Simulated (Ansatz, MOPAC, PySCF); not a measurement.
CH₃F₃O₃Sn, SMILES `[OH][Sn]([OH])([OH])[C](F)(F)F`, neutral singlet in the gas phase. In the def2 sets core potentials replace the inner electrons of Sn.

Cartesian coordinates (Å):
```xyz
11

O     -1.0761     0.4436     1.8059
Sn    -0.3897     0.1125    -0.0112
O     -1.5010    -1.2887    -0.8384
O     -0.6119     1.7662    -1.0592
C      1.7212    -0.4974     0.0495
F      1.8641    -1.6492     0.7042
F      2.4635     0.4219     0.6654
F      2.2040    -0.6602    -1.1817
H     -1.7956    -0.1653     2.0170
H     -1.9205    -0.9622    -1.6448
H     -0.9579     2.4788    -0.5066
```
Charge 0, spin multiplicity 1.

All levels are single points at this geometry (PBE0-D3(BJ)/def2-SVP); Pople sets use spherical d functions. Orbital energies aren't observables, and empty levels follow the basis.

```
level                                  HOMO (eV)  LUMO (eV)  gap (eV)  dipole (D)  vertical IE, Delta-SCF (eV)
-------------------------------------  ---------  ---------  --------  ----------  ---------------------------
B3LYP-D3(BJ)/def2-TZVP in Ansatz           -8.63      -2.10      6.54        1.92                        10.74
CAM-B3LYP-D3(BJ)/def2-TZVP in Ansatz      -10.33      -0.79      9.54        2.04                            –
PBE-D3(BJ)/def2-TZVP in Ansatz             -7.23      -2.63      4.60        1.68                        10.04
B3LYP/6-31G* (LANL2DZ on Sn) in PySCF      -8.24      -1.38      6.86        1.73                        10.45
HF/6-31G* (LANL2DZ on Sn) in PySCF        -12.74       2.52     15.26        2.18                        11.57
AM1 in MOPAC                              -10.41      -1.34      9.08        2.81                            –
PM3 in MOPAC                              -11.69      -2.38      9.31        3.26                            –
PM6 in MOPAC                              -11.76      -1.83      9.93        2.69                            –
PM7 in MOPAC                              -11.47      -0.35     11.12        2.88                            –
```

Ansatz is a program for electronic structure.
